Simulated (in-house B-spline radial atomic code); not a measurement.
The numbers below are computed, except where a source is named.
## Building a PAW p channel for S, r_c = 1.38 bohr

S, [Ne] 3s2 3p4, non-relativistic LDA (VWN5), spherical and spin-unpolarised, from a B-spline radial code for spherical atoms (atomic units; all potentials screened as in the neutral atom).

Two all-electron partial waves φ1, φ2 are integrated outwards at E1 = ε(3p) = -0.261676 and E2 = E1 + 0.5 hartree; φ1 is the bound orbital and φ2 has unit norm inside r_c = 1.3783 bohr. Smooth partners are polynomials, r^2(a0 + a1 r² + a2 r⁴ + a3 r⁶), matched to φ and three derivatives at r_c, with no condition on the norm. The local potential is -9.50316 + (10.8089) r² + (-5.55204) r⁴ + (1.08414) r⁶ inside 1.1285 bohr and the all-electron one outside.

```tsv
wave	φ(r_c)	φ'(r_c)	a0	a1	a2	a3
1	0.7044856	0.2220845	0.7445239	-0.2234371	0.005027896	0.004760094
2	1.351602	-0.2438085	1.846308	-0.7617944	0.08030341	0.003289448
```

Inside r_c the overlaps are <φi φj> = [[0.22343, 0.47193], [0.47193, 1.00000]] and, for the smooth waves, [[0.22207, 0.47336], [0.47336, 1.01285]]. With χj = (Ej − T − V_local) applied to smooth wave j, the program's quadrature gives the matrix B_ij = <smooth i, χj> as [[0.23479, 0.53549], [0.53477, 1.22159]].

Problem. Check the match of the first wave, and find the augmentation charges q_ij.

Solution. At r_c the four terms are 1.41438, -0.80636, 0.03447, 0.06200, which sum to 0.7045, φ1(r_c) to rounding. q_ij is the all-electron overlap less the smooth one: [[0.00136, -0.00144], [-0.00144, -0.01285]]. The smooth first wave has a norm of 0.2221 inside r_c against 0.2234, and q11 > 0 puts back the missing charge.

Problem. B isn't symmetric. Show that D_ij = B_ij + Ej q_ij is.

Solution. Integrating by parts gives B12 − B21 = (E1 − E2) q12: 0.53549 − (0.53477) = 0.00072, and −0.5 × (-0.00144) = 0.00072. So D12 = 0.53549 + (0.238324)(-0.00144) = 0.53515 and D21 = 0.53477 + (-0.261676)(-0.00144) = 0.53515; D11 = 0.23443, D22 = 1.21853. The projectors, p = (B⁻¹)ᵀ χ, are dual to the smooth waves; det B = 0.00045, small beside B11 B22, as the two smooth waves look alike inside r_c.

Solving (T + V_local + Σ p D p) ψ = E (1 + Σ p q p) ψ in a sphere of 9 bohr, whose wall lifts the free-atom level a little, gives these levels:

```
all-electron  one projector  two projectors
   -0.261642      -0.261642       -0.261642
    0.089425       0.089273        0.089424
    0.385124       0.384141        0.385123
    0.835731       0.831631        0.835672
    1.427930       1.414940        1.427110
```

Problem. What does the second projector gain?

Solution. With one projector the errors are 0.00, -0.15, -0.98, -4.10, -12.99 millihartree. With two the errors are 0.00, 0.00, 0.00, -0.06, -0.82 millihartree. The scattering is exact at E1 and at E2 = 0.238, and over all levels compared the largest error is 0.82 millihartree. The lowest eigenvalue of the overlap operator is 1 with one and 0.7101 with two projectors. The smooth orbital alone needs a cutoff of 6.77 hartree for 1 millihartree of kinetic energy, against 6.2 for a norm-conserving Troullier-Martins orbital of the same radius.
